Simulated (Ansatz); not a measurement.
(ZnSe)6 prism (Zn6Se6), relaxed as a singlet with RKS r2SCAN-D4/def2-SVP in Ansatz, starting from the GFN2-xTB geometry. Force threshold 0.03 eV/Å.

Start:

```xyz
12

Se   -0.180    2.150   -2.166
Se   -2.866   -1.052   -0.149
Se   -0.288    1.791    2.459
Se    2.866    1.052    0.148
Se    0.288   -1.791   -2.459
Se    0.179   -2.150    2.166
Zn    0.633    2.274    0.190
Zn   -1.424    0.004   -1.890
Zn   -1.512   -0.282    1.801
Zn    1.424   -0.005    1.889
Zn    1.512    0.283   -1.801
Zn   -0.633   -2.274   -0.190
```

| step | energy (eV) | largest force component (eV/Å) | SCF passes |
| --- | --- | --- | --- |
| 1 | -682541.5296 | 0.697 | 17 |
| 2 | -682542.0796 | 0.252 | 24 |
| 3 | -682542.1095 | 0.061 | 19 |
| 4 | -682542.1119 | 0.004 | 20 |

Force components are those of the run's own axes.

End:

```xyz
12

Se   -0.2055    2.1100   -2.0967
Se   -2.8080   -0.9917   -0.1426
Se   -0.3105    1.7626    2.3845
Se    2.8080    0.9917    0.1426
Se    0.3105   -1.7626   -2.3845
Se    0.2054   -2.1100    2.0967
Zn    0.5599    2.1219    0.1775
Zn   -1.3412    0.0256   -1.7462
Zn   -1.4213   -0.2390    1.6652
Zn    1.3412   -0.0256    1.7462
Zn    1.4213    0.2390   -1.6652
Zn   -0.5599   -2.1219   -0.1775
```

By distances, no bond broke or formed. The bond that changes most is Se1–Zn8, from 2.50 to 2.40 Å (atoms count from 1). The end is the same structure that another start reached.

No frequencies were taken in this run, so the end may be a saddle point.

It took 16 s on 2 threads of AMD EPYC 7R13 on a shared host and a share (18 GiB) of an NVIDIA H100 80GB HBM3, peak host memory 1.1 GiB.
